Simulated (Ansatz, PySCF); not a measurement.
Pair of molecules: HCl (SMILES Cl) (first 2 atoms) with Si2H6 (SMILES [SiH3][SiH3]); geometry from B3LYP-D3(BJ)/def2-TZVP.
(charge 0, multiplicity 1):
```xyz
10

Cl     1.04905     0.64380    -0.35193
H     -0.00386     0.90674     0.33812
Si     0.96524    -0.59098     3.35931
Si    -1.11808     0.46829     3.15795
H      2.05870     0.37664     3.11421
H      1.06660    -1.71043     2.39572
H      1.09205    -1.12564     4.73729
H     -1.23538     1.59472     4.11426
H     -2.22504    -0.48763     3.39866
H     -1.30295     1.02628     1.78969
```

Monomers are frozen at their geometry in the pair; levels with a basis set take the counterpoise correction. Rows marked so take none.

Rows in STO-3G carry no dispersion term and start afresh at each structure.

Codes used: Ansatz (Gaussian orbitals); PySCF for STO-3G rows, the dispersion terms. Each number belongs to the level named beside it.

### Question
What is the computed interaction energy (PBE/def2-TZVPPD)?

### Answer
-36 meV

### Question
Estimate the interaction energy that HF/STO-3G (no counterpoise) returns for this input.

### Answer
35 meV

### Question
What is the computed interaction energy (revPBE-D4/def2-TZVPPD)?

### Answer
-66 meV

Ansatz is a program for electronic structure.
